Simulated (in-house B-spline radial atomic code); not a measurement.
**Binding energies in neutral germanium**

NIST's tabulated ground configuration is [Ar] 3d10 4s2 4p2; each binding energy is the energy of the ion with one electron taken from that subshell, relaxed, less that of the parent. Method: Dirac-Hartree-Fock, average of configuration, Fermi nucleus of rms radius 4.0742 fm. Calculated with a radial B-spline atomic code at the basis-set limit. Energies include first-order Breit, QED and recoil terms.

```csv
subshell,X-ray name,binding energy (eV),-ε (eV),relaxation (eV)
1s,K,11111.8,11185.7,51.5
2s,L1,1426.3,1454.7,26.5
3s,M1,193.4,201.7,8.1
3d3/2,M4,36.71,44.05,7.35
3d5/2,M5,36.16,43.39,7.27
4s,N1,14.68,15.52,0.83
4p,"N2,3",6.87,7.30,0.42
```

Relaxation = -ε minus the binding energy without Breit, QED and recoil terms.

(1) What does it cost to remove both a 3d3/2 and a 4s electron?

(2) What does it cost to remove both a 3d5/2 and a 4s electron?

(3) What does it cost to remove two 1s electrons?

Answers

(1) 63.258 eV, which is 11.87 eV more than the two single binding energies together.

(2) 62.708 eV, which is 11.87 eV more than the two single binding energies together.

(3) 22682 eV, which is 458.8 eV more than the two single binding energies together.
